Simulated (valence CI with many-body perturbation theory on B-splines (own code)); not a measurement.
## Energy levels of K XIV

Level of theory: valence CI with perturbative core correlation (CI+MBPT): four valence electrons over a frozen Dirac-Fock core [He], radial functions for each j: 9 s, 9 p, 8 d, 6 f, 3 g, 1 h, with the one-electron correlation potential Σ1 (screened to all orders), the two-electron term Σ2, the three-electron term Σ3, Breit, model QED; selected single and double excitations, second order for the rest, scaled by the run's own slope (own B-spline code, finite nucleus).

No measured levels were compared; by estimate levels of excited configurations hold to 0.05 to 0.15 % of their energy, terms of the ground configuration to about 0.5 %. Among the levels kept, up to 340 cm⁻¹ of a level comes from second order outside the variational space, and about a tenth of that is noise between levels of different J, which matters for small intervals.

Levels 1 to 45 of 46, with energies above the lowest level, 2s2.2p2 3P_0. "Leading %" is the weight of the configuration and term that name the level; weights of strongly mixed levels are sums over their largest components and can fall short, so below about 35 % the name and the second component can differ from the true leading terms, or belong to a minority configuration. In the jj column 3d3/2^4 stands for four electrons in 3d with j = 3/2. Lifetimes count E1, E2, E3, M1 and M2 decay at the calculated energies, and are blank where another channel may lead or the interval is too uncertain; long ones can be off by a factor of two.

| No. | Configuration | Term | J | E (Ry) | Leading % | Lifetime | g | Leading jj |
| --- | --- | --- | --- | --- | --- | --- | --- | --- |
| 1 | 2s2.2p2 | 3P | 0 | 0.000 | 96 |  |  | 2s^2 2p1/2^2 (78 %) |
| 2 | 2s2.2p2 | 3P | 1 | 0.121 | 99 | 24.4 ms | 1.499 | 2s^2 2p1/2 2p3/2 (99 %) |
| 3 | 2s2.2p2 | 3P | 2 | 0.257 | 95 | 22.8 ms | 1.479 | 2s^2 2p1/2 2p3/2 (52 %) |
| 4 | 2s2.2p2 | 1D | 2 | 0.876 | 95 | 1.28 ms | 1.018 | 2s^2 2p3/2^2 (52 %) |
| 5 | 2s2.2p2 | 1S | 0 | 1.634 | 93 | 181 μs |  | 2s^2 2p3/2^2 (76 %) |
| 6 | 2s.2p3 | 5S° | 2 | 2.282 | 100 | 290 ns | 1.998 | 2s 2p1/2 2p3/2^2 (55 %) |
| 7 | 2s.2p3 | 3D° | 2 | 4.181 | 96 | 228 ps | 1.179 | 2s 2p1/2 2p3/2^2 (65 %) |
| 8 | 2s.2p3 | 3D° | 1 | 4.188 | 97 | 211 ps | 0.523 | 2s 2p1/2 2p3/2^2 (43 %) |
| 9 | 2s.2p3 | 3D° | 3 | 4.201 | 100 | 258 ps | 1.332 | 2s 2p1/2 2p3/2^2 (100 %) |
| 10 | 2s.2p3 | 3P° | 0 | 4.900 | 100 | 92.5 ps |  | 2s 2p1/2 2p3/2^2 (100 %) |
| 11 | 2s.2p3 | 3P° | 1 | 4.905 | 97 | 93.3 ps | 1.478 | 2s 2p1/2 2p3/2^2 (68 %) |
| 12 | 2s.2p3 | 3P° | 2 | 4.923 | 95 | 99.2 ps | 1.483 | 2s 2p3/2^3 (59 %) |
| 13 | 2s.2p3 | 1D° | 2 | 6.169 | 99 | 33.4 ps | 1.003 | 2s 2p1/2 2p3/2^2 (76 %) |
| 14 | 2s.2p3 | 3S° | 1 | 6.180 | 95 | 17.1 ps | 1.958 | 2s 2p1/2 2p3/2^2 (57 %) |
| 15 | 2s.2p3 | 1P° | 1 | 6.887 | 95 | 21.0 ps | 1.036 | 2s 2p3/2^3 (48 %) |
| 16 | 2p4 | 3P | 2 | 9.390 | 96 | 28.7 ps | 1.486 | 2p1/2^2 2p3/2^2 (79 %) |
| 17 | 2p4 | 3P | 1 | 9.576 | 98 | 27.4 ps | 1.499 | 2p1/2 2p3/2^3 (98 %) |
| 18 | 2p4 | 3P | 0 | 9.627 | 97 | 27.2 ps |  | 2p3/2^4 (53 %) |
| 19 | 2p4 | 1D | 2 | 10.108 | 96 | 48.2 ps | 1.011 | 2p1/2 2p3/2^3 (79 %) |
| 20 | 2p4 | 1S | 0 | 11.442 | 94 | 23.1 ps |  | 2p1/2^2 2p3/2^2 (51 %) |
| 21 | 2s2.2p.3s | 3P° | 0 | 32.740 | 96 | 1.95 ps |  | 2s^2 2p1/2 3s (96 %) |
| 22 | 2s2.2p.3s | 3P° | 1 | 32.781 | 84 | 1.78 ps | 1.438 | 2s^2 2p1/2 3s (90 %) |
| 23 | 2s2.2p.3s | 3P° | 2 | 33.001 | 95 | 1.90 ps | 1.499 | 2s^2 2p3/2 3s (95 %) |
| 24 | 2s2.2p.3s | 1P° | 1 | 33.158 | 84 | 1.21 ps | 1.059 | 2s^2 2p3/2 3s (90 %) |
| 25 | 2s2.2p.3p | 3D | 1 | 33.807 | 49 | 76.2 ps | 0.769 | 2s^2 2p1/2 3p1/2 (89 %) |
| 26 | 2s2.2p.3p | 3D | 1 | 33.975 | 42 | 47.5 ps | 0.921 | 2s^2 2p1/2 3p3/2 (58 %) |
| 27 | 2s2.2p.3p | 3D | 2 | 33.989 | 91 | 64.4 ps | 1.173 | 2s^2 2p1/2 3p3/2 (67 %) |
| 28 | 2s2.2p.3p | 3D | 3 | 34.173 | 95 | 70.4 ps | 1.333 | 2s^2 2p3/2 3p3/2 (95 %) |
| 29 | 2s2.2p.3p | 3P | 0 | 34.176 | 86 | 12.3 ps |  | 2s^2 2p1/2 3p1/2 (73 %) |
| 30 | 2s2.2p.3p | 3S | 1 | 34.206 | 48 | 20.8 ps | 1.632 | 2s^2 2p3/2 3p3/2 (59 %) |
| 31 | 2s2.2p.3p | 3P | 1 | 34.316 | 56 | 14.8 ps | 1.676 | 2s^2 2p3/2 3p1/2 (74 %) |
| 32 | 2s2.2p.3p | 3P | 2 | 34.360 | 82 | 12.9 ps | 1.468 | 2s^2 2p3/2 3p3/2 (40 %) |
| 33 | 2s2.2p.3p | 1D | 2 | 34.686 | 91 | 38.8 ps | 1.023 | 2s^2 2p3/2 3p3/2 (50 %) |
| 34 | 2s.2p2.3s | 5P | 1 | 35.045 | 98 | 2.54 ps | 2.495 | 2s 2p1/2^2 3s (43 %) |
| 35 | 2s2.2p.3p | 1S | 0 | 35.086 | 93 | 14.7 ps |  | 2s^2 2p3/2 3p3/2 (75 %) |
| 36 | 2s.2p2.3s | 5P | 2 | 35.141 | 99 | 2.49 ps | 1.831 | 2s 2p1/2 2p3/2 3s (86 %) |
| 37 | 2s2.2p.3d | 3F° | 2 | 35.144 | 72 | 1.91 ps | 0.752 | 2s^2 2p1/2 3d3/2 (95 %) |
| 38 | 2s2.2p.3d | 3F° | 3 | 35.258 | 89 | 2.19 ps | 1.096 | 2s^2 2p1/2 3d5/2 (68 %) |
| 39 | 2s.2p2.3s | 5P | 3 | 35.262 | 98 | 2.42 ps | 1.664 | 2s 2p3/2^2 3s (59 %) |
| 40 | 2s2.2p.3d | 1D° | 2 | 35.307 | 58 | 478 fs | 1.013 | 2s^2 2p1/2 3d5/2 (59 %) |
| 41 | 2s2.2p.3d | 3F° | 4 | 35.415 | 96 | 1.14 ns | 1.249 | 2s^2 2p3/2 3d5/2 (96 %) |
| 42 | 2s2.2p.3d | 3D° | 1 | 35.465 | 77 | 196 fs | 0.673 | 2s^2 2p1/2 3d3/2 (82 %) |
| 43 | 2s2.2p.3d | 3D° | 2 | 35.529 | 50 | 253 fs | 1.198 | 2s^2 2p3/2 3d3/2 (42 %) |
| 44 | 2s2.2p.3d | 3D° | 3 | 35.624 | 88 | 195 fs | 1.311 | 2s^2 2p3/2 3d5/2 (59 %) |
| 45 | 2s.2p2.3s | 3P | 0 | 35.652 | 90 | 1.57 ps |  | 2s 2p1/2^2 3s (46 %) |

Names give the largest LS component (configuration and term), which can be under half, so a name can repeat, a term be missing and a line seem to break the LS rules; names also repeat where a configuration has a term twice.

The ionisation energy to 2s2.2p 2P°_1/2 of the next ion comes out as 786.81 eV (NIST: 786.3 ± 0.3 eV (semi-empirical)). All 46 levels together are meant to be complete up to 35.689 Ry.
